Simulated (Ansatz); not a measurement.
`CC(F)I` → `FCI` + `[CH2]` (triplet) at 400 K and 1 bar (formal loss of a carbene).

Program: Ansatz. Geometries: PBE0-D4/def2-TZVP. ΔE: electronic, gas phase. CCSD(T)/CBS adds triple-zeta CCSD(T) − MP2 to the extrapolated MP2 energy (def2 sets, frozen cores). This one scheme is used for every species. Triplets are unrestricted, without spin–orbit coupling. def2 core potentials past Kr. For I outer-core shells are correlated without core-valence functions, which leaves a few kJ/mol of doubt a bond.

```
          species  CCSD(T)/CBS energy (Eh)  H − E (kJ/mol)  S (J/(mol·K))
         `CC(F)I`               -475.73937           175.6          336.4
            `FCI`               -436.46970            96.1          300.2
`[CH2]` (triplet)                -39.09499            59.0          205.7
```

H − E and S are ideal-gas, rigid-rotor, harmonic terms from PBE0-D4/def2-TZVP, for one conformer and one mirror image of each species, with the whole ground term of open shells counted as degenerate. 1 Eh = 2625.50 kJ/mol, R = 8.31446 J/(mol·K).

Problem. By hand: ΔE, ΔH, ΔS and ΔG.

Solution. ΔE = (-436.46970) + (-39.09499) − (-475.73937) = 0.17468 Eh = 458.6 kJ/mol. Δ(H − E) = 96.1 + 59.0 − 175.6 = -20.5, so ΔH = 438.1 kJ/mol. ΔS = 300.2 + 205.7 − 336.4 = 169.5 J/(mol·K). ΔG = 438.1 − 400 × (169.5)/1000 = 370.3 kJ/mol.

Problem. By hand: the equilibrium constant, and the temperature at which ΔG would vanish if ΔH and ΔS stayed fixed.

Solution. log₁₀ K = −ΔG/(RT ln 10) = -48.4. ΔG = 0 at ΔH/ΔS = 2585 K, far beyond where these terms or the molecules hold.

The number of gas molecules changes by +1, which sets the sign of ΔS. A doubt of 5 kJ/mol in ΔE shifts log₁₀ K by 0.7 here. Other conformers and mirror images would add mixing entropy, several J/(mol·K) or more a flexible species. A triplet takes part, so the spin changes. These are equilibria of isolated gas molecules and say nothing of rates. Largest T1 diagnostic: 0.011 (customary marks: 0.02 for closed shells, 0.045 for open ones).
